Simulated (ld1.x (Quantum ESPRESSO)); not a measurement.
# Before and after: TM potential for Sn (Z = 50)

tin (Sn), norm-conserving Troullier–Martins (Kleinman–Bylander form), made with ld1.x (Quantum ESPRESSO) 7.5 (PBE, scalar-relativistic). Core [Kr] 4d10, reference 5s2 5p2. Waves: 5p (bound): rc 2.55 bohr; 5s (bound): rc 1.75 bohr. Local part: the s channel. Core correction: a·sin(br)/r model core inside 1.05 bohr.

All-electron outer shells of the reference configuration (PBE, scalar-relativistic, ld1.x):

| shell | level (eV) | outermost node (bohr) | outermost maximum (bohr) |
| --- | --- | --- | --- |
| 4p | -89.70 | 0.41 | 0.79 |
| 4d | -25.84 | 0.39 | 0.88 |
| 5s | -10.55 | 0.98 | 2.01 |
| 5p | -3.69 | 1.09 | 2.55 |

Change: fully relativistic.

Cutoffs: the cutoffs (Ry, on a coarse ladder) from which the occupation-weighted sum of valence levels, in a spherical-Bessel basis at the reference potential, stays within 10 and 1 mRy of its value at 400 Ry; they do not see the model core or the augmentation charge, which bear on the density cutoff. Errors are all-electron minus pseudo energies relative to the spin-unpolarised reference configuration.

Predict the effect on cutoff, ghosts and configuration errors.

The potential gets neither clearly harder nor softer (21 Ry and 50 Ry → 21 Ry and 50 Ry); the s channel sets the loose cutoff, while the largest relative change is in p, which becomes harder; of the 7 tests that both files solve, the error grows in 0 and shrinks in 2 by more than 15 % and 0.3 meV (median size 16.7 → 15.9 meV); neither file shows a bound ghost.

```csv
quantity,base,changed
"cutoff, loose",21 Ry,21 Ry
"cutoff, tight",50 Ry,50 Ry
loose cutoff by channel (10 mRy a level),"p 6 Ry, s 18 Ry","p 8 Ry, s 18 Ry"
bound ghosts,none,none
"error for 5s2 5p1, meV [ΔE 6.87 → 6.89 eV]",-8.4,-6.9
"error for 5s2 5p0, meV [ΔE 20.83 → 20.86 eV]",-64,-59
"error for 5s1 5p0, meV [ΔE 51.80 → 51.83 eV]",-338,-329
"error for 5s1 5p2, meV [ΔE 14.52 → 14.52 eV]",-39,-37
"error for 5s1 5p3, meV [ΔE 6.98 → 6.96 eV]",-17,-16
"error for 5s2 5p2.3, meV [ΔE -0.85 eV]",+0.1,-0.2
"error for 5s2 5p1.5, meV [ΔE 2.62 → 2.62 eV]",-1.6,-1.1
s: phases at 2.74 bohr within 0.05 rad from the reference energy up to (Ry; the scan ends near 5),2.0,2.0
```
